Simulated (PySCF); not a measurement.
VF4, SMILES [F][V+]([F])([F])[F], charge +1, multiplicity 1. Heavy atoms are numbered as in [V+:1]([F:2])([F:3])([F:4])[F:5].

Geometry optimised at B3LYP-D3(BJ)/def2-SVP. The spin state was assumed, not searched. The isomer is the one that the SMILES or the coordinates give; other isomers of the formula were not compared.

All values below come from PySCF with PBE/def2-TZVP.

ESP charges are fitted to the potential on shells at 1.4 to 2.0 van der Waals radii. Atomic charges (e), one atom of each kind:

```json
[
 {"atom": "V1", "ESP fit": "1.08", "Löwdin": "0.70", "Mulliken": "1.67", "IAO": "1.70"},
 {"atom": "F2", "ESP fit": "-0.02", "Löwdin": "0.08", "Mulliken": "-0.17", "IAO": "-0.18"}
]
```
